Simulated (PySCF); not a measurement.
**Working out the ionisation energy of Pb**

Pb [Xe] 4f14 5d10 6s2 6p2 (3P) → Pb⁺ [Xe] 4f14 5d10 6s2 6p1 (2P). All numbers are calculated (PySCF 2.14, scalar relativity through the core potential, in cc-pVTZ-PP with ECP60MDF (5s4p3d1f, 39 functions)). Frozen: 5s2 5p6 5d10. Energies in hartree (1 hartree = 27.21139 eV):

```json
{"part": "UHF", "Pb (lower)": "-191.835741", "Pb⁺ (upper)": "-191.593853"}
{"part": "MP2 opposite-spin", "Pb (lower)": "-0.029438", "Pb⁺ (upper)": "-0.024828"}
{"part": "MP2 same-spin", "Pb (lower)": "-0.006831", "Pb⁺ (upper)": "-0.002109"}
```

What does Hartree-Fock give?

(-191.593853) − (-191.835741) = 0.241888 hartree = 6.582 eV.

What do MP2 and SCS-MP2 (6/5 opposite-spin, 1/3 same-spin) give?

The opposite-spin parts differ by 0.125 eV and the same-spin parts by 0.128 eV. MP2: 6.582 + (0.125) + (0.128) = 6.835 eV. SCS-MP2: 6.582 + 1.2 × (0.125) + (0.128)/3 = 6.775 eV.

Reference: 7.417 eV (measured; NIST Atomic Spectra Database, ionization energies), between the lowest levels; spin-orbit coupling is absent from the calculation.

What remains against the reference includes basis incompleteness, the frozen core and correlation beyond second order.
